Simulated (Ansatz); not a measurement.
Species: sum formula GaH₂Br (charge 0, singlet). 
Structure (B3LYP-D3(BJ)/def2-TZVP (Ansatz, an electronic-structure program) minimum search):
SMILES: [GaH2][Br]
```xyz
4

Ga    -1.1658     0.1109    -0.0078
Br     1.1370    -0.1082     0.0076
H     -1.6944     1.5759    -0.0015
H     -1.9611    -1.2281    -0.0229
```
Charge 0, spin multiplicity 1.

Total electronic energies in hartree. Cores are frozen in the correlated levels unless marked. No spin-orbit coupling. The frozen core is the preceding noble-gas configuration, with the filled d and f shells of earlier blocks. Non-relativistic. CBS(X,Y): correlation extrapolated as X^-3; Hartree-Fock from the larger set (for Q and 5 zeta extrapolated as (X+1)exp(-9√X)). The bracket is a focal-point correction in the basis named.

| level | program | energy (Eh) |
|---|---|---|
| HF/def2-TZVPPD | Ansatz | -4496.87940 |
| revPBE-D4/def2-TZVPD | Ansatz + dftd4 | -4499.89472 |
| PBE-QIDH/def2-TZVPD | Ansatz | -4498.95414 |
| MP2/def2-SVP | Ansatz | -4496.49832 |
| SCS-MP2/def2-QZVPPD | Ansatz | -4497.24108 |
| CCSD/def2-SVPD | Ansatz | -4496.53787 |
| CCSD/def2-QZVPPD | Ansatz | -4497.25956 |
| RI-MP2/CBS(def2-TZVPPD,def2-QZVPPD)+[CCSD(T)-MP2]/def2-SVPD | Ansatz | -4497.2811 |
| CCSD(T)/CBS(cc-pVQZ,cc-pV5Z) | Ansatz | -4497.2875 |

Totals of different functionals don't rank their quality; only differences between species are comparable.
